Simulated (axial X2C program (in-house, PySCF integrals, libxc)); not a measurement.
# CuBr⁻: properties at the nuclei

Calculated with an axial X2C code built on PySCF integrals: two-component X2C with atomic mean-field Coulomb and Gaunt terms, Gaussian nuclei, basis Br dyall-acv3z, Cu dyall-acv3z with contracted cores.

R = 2.317 Å (near the PBE0 minimum at charge -1 of the determinant lowest at the starting distance; the state shown can have its own minimum elsewhere).

Determinant lowest in the PBE0 search, Ω = 1/2 (⟨Sz⟩ = 0.50, ⟨Lz⟩ = 0.00 at PBE0), spin on the atoms Br 0.05, Cu 0.45:

| level | Eeff magnitude (GV/cm) | Ws magnitude Br (kHz) | Ws magnitude Cu (kHz) | A∥/gI Br (MHz) | qzz Br (a.u.) | A∥/gI Cu (MHz) | qzz Cu (a.u.) |
| --- | --- | --- | --- | --- | --- | --- | --- |
| PBE0 | 1.79 | 0.846 | 0.755 | 304 | 2.04 | 1570 | -0.49 |
| HF | 1.1 | 0.492 | 0.501 | 175 | 1.24 | 985 | -1.06 |
| LDA | 1.98 | 0.948 | 0.817 | 376 | 2.47 | 1780 | -0.16 |
| PBE50 | 1.63 | 0.739 | 0.717 | 267 | 1.75 | 1490 | -0.77 |
| B3LYP | 1.9 | 0.912 | 0.786 | 340 | 2.12 | 1620 | -0.35 |

Determinant 1.67 eV from it at PBE0 and this distance, Ω = 3/2 (⟨Sz⟩ = 0.50, ⟨Lz⟩ = 1.00 at PBE0), spin on the atoms Br -0.04, Cu 0.54:

```json
{"level": "PBE0", "Eeff magnitude (GV/cm)": "0.00962", "Ws magnitude Br (kHz)": "0.00521", "Ws magnitude Cu (kHz)": "0.00126", "A∥/gI Br (MHz)": "3.23", "qzz Br (a.u.)": "4.48", "A∥/gI Cu (MHz)": "18", "qzz Cu (a.u.)": "0.09"}
{"level": "HF", "Eeff magnitude (GV/cm)": "0.0108", "Ws magnitude Br (kHz)": "0.00345", "Ws magnitude Cu (kHz)": "5.84e-05", "A∥/gI Br (MHz)": "2.66", "qzz Br (a.u.)": "2.71", "A∥/gI Cu (MHz)": "3.99", "qzz Cu (a.u.)": "-0.69"}
{"level": "LDA", "Eeff magnitude (GV/cm)": "0.0017", "Ws magnitude Br (kHz)": "0.0047", "Ws magnitude Cu (kHz)": "0.00349", "A∥/gI Br (MHz)": "7.81", "qzz Br (a.u.)": "5.41", "A∥/gI Cu (MHz)": "32.6", "qzz Cu (a.u.)": "0.62"}
{"level": "PBE50", "Eeff magnitude (GV/cm)": "0.0127", "Ws magnitude Br (kHz)": "0.00447", "Ws magnitude Cu (kHz)": "0.000137", "A∥/gI Br (MHz)": "2.82", "qzz Br (a.u.)": "3.81", "A∥/gI Cu (MHz)": "9.86", "qzz Cu (a.u.)": "-0.29"}
{"level": "B3LYP", "Eeff magnitude (GV/cm)": "0.00339", "Ws magnitude Br (kHz)": "0.00354", "Ws magnitude Cu (kHz)": "0.00141", "A∥/gI Br (MHz)": "4.5", "qzz Br (a.u.)": "4.79", "A∥/gI Cu (MHz)": "16.7", "qzz Cu (a.u.)": "0.26"}
```

Eeff is the effective electric field on the electron electric dipole moment in this Ω state and Ws the scalar–pseudoscalar constant of the nucleus named (defined with the proton number Z and per Ω); A∥ (defined per Ω) follows by multiplying with gI = μI/(I μN); qzz is the electric field gradient, eQq0 = 234.96 MHz × Q/barn × qzz. The operators were transformed with the bare-nucleus X2C matrices; with these basis sets, hyperfine constants and field gradients can be off by tens of per cent, and where levels differ in sign neither size nor sign is settled.

(1) With Q(79Br) = 0.3087 barn, gI(63Cu) = 1.4824 (g factors from the IAEA table of nuclear moments by Stone; Q from Pyykkö, Mol. Phys. 2018), turn the PBE0 values of the first state into constants in MHz.

Each state is one determinant with collinear spin. Unrestricted Hartree–Fock can overshoot spin polarisation at the nuclei. In the state Ω = 3/2 the sign of Eeff differs between levels (LDA against PBE0). For an anion, determinants above electron detachment, or with a positive highest level, are held by the basis set. Where Eeff spreads by more than a factor of two the levels disagree and none is to be relied on. The search compared states at one distance, so a state with another bond length can lie lower. The sign of Ws at Cu differs between levels in the second state. Further determinants of the search, some of them spin-mixed, are not shown. Where a field gradient or hyperfine factor spreads by more than a factor of two over the levels, a constant derived from it is not to be relied on. PBE0 term energies can be off by some tenths of an eV.

Answers

(1) eQq0(79Br) = 234.96 × (0.3087) × (2.04) = 148 MHz; A∥(63Cu) = 1570 × 1.4824 = 2330 MHz.
